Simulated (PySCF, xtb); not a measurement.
C3H3BrF2, SMILES F[C@H]1[C@H]([C@@H]1Br)F.

GFN2-xTB in xtb at its own geometry gives an orbital gap of 5.01 eV and a dipole moment of 1.03 D.

The structure is a stationary point at PBE0-D3(BJ)/def2-SVP. The structure was generated by enumeration; whether it is a known compound was not checked.

**Question.** What does PySCF with ωB97X/def2-TZVP give? (The exact figures need the calculation; the answer reports its results.)

**Answer.** gap 12.03 eV (levels -10.38 and 1.65 eV), dipole 1.28 D.
